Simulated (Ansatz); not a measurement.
Basis sets compared for the cluster Sn₃O₄. Charge 0, multiplicity 1. Geometry r2SCAN-D4/def2-SVP. Ansatz on 4 threads of Arm Neoverse V2 on a shared host; times are rough, and most runs start from earlier orbitals.

Cartesian coordinates in Å:
```
Sn 1.703 -0.114 0.568
Sn -1.442 -0.353 1.659
Sn -0.111 0.239 -2.210
O 1.325 1.012 -1.109
O 0.289 0.551 1.903
O -1.409 -0.126 -0.504
O -0.355 -1.209 -0.307
```

In the def2 sets Sn takes a core potential; there is no spin–orbit coupling. The structure holds one bond between oxygen atoms, so isomers without such links may lie far lower. Another isomer (singlet) lies 0.32 eV lower at PBE0-D4/def2-TZVP; other spin states weren't run for this one.

Binding counts from free atoms (Sn triplet, O triplet) in the same basis, without a counterpoise term.

```csv
level,functions,energy (Eh),HOMO (eV),LUMO (eV),binding per atom (eV),wall time
PBE-D4/def2-SVP,134,-943.3583,-5.56,-2.85,3.76,1.4 s
PBE0-D4/def2-SVP,134,-943.3342,-6.56,-2.12,3.39,2.4 s
```

(1) Estimate the rows for PBE-D4/def2-TZVP (with forces), PBE0-D4/def2-TZVP.

## Answers

(1) 
```csv
level,functions,energy (Eh),HOMO (eV),LUMO (eV),binding per atom (eV),wall time
PBE-D4/def2-TZVP (with forces),274,-943.7634,-5.65,-2.99,3.80,4.1 s
PBE0-D4/def2-TZVP,274,-943.7377,-6.63,-2.26,3.45,8 s
```
